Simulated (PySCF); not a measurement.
Z-matrix (Å, degrees):
```
B
H 1 1.1912
H 1 1.1912 2 129.48
```
Charge 0, spin multiplicity 2.

Q: What highest occupied spin orbital, dipole moment and total energy does TPSSh-D3(BJ)/def2-TZVP // PBE0-D3(BJ)/def2-TZVP in PySCF give?

A: 
The highest occupied spin orbital is -5.56 eV, the dipole moment is 0.52 D and the total energy is -25.9495 Ha.
